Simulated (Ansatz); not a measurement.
Species: CH7P2Si (charge 0, doublet). It need not be the lowest isomer of its formula. 
Coordinates optimised at B3LYP-D3(BJ)/def2-TZVP (Ansatz, a first-principles code):
SMILES: C[Si](P)P
```xyz
11

C     -1.6053     1.3975    -0.2649
Si    -0.1617     0.2199    -0.5562
P     -0.5679    -1.9389     0.0290
P      1.6875     1.0522     0.4610
H     -1.3545     2.4083    -0.5915
H     -2.4917     1.0654    -0.8069
H     -1.8528     1.4322     0.8002
H     -1.1674    -1.6018     1.2759
H     -1.8152    -2.0040    -0.6482
H      2.4699    -0.1065     0.2257
H      1.3126     0.6439     1.7724
```
Charge 0, spin multiplicity 2.

Computed values are from Ansatz. Correlated levels leave the core frozen unless marked. Open shells are spin-unrestricted. No spin-orbit coupling. Non-relativistic. CBS(X,Y): correlation extrapolated as X^-3; Hartree-Fock from the larger set.

```yaml
atomisation energy De: 3353.2 kJ/mol at CCSD(T)/CBS(cc-pV(T+d)Z,cc-pV(Q+d)Z)
total_energy: -1013.1687 Eh at CCSD(T)/CBS(cc-pV(T+d)Z,cc-pV(Q+d)Z)
dipole_moment: 1.32 D at CCSD(T)/aug-cc-pV(D+d)Z
T1 diagnostic: 0.015 at CCSD/cc-pV(Q+d)Z
```
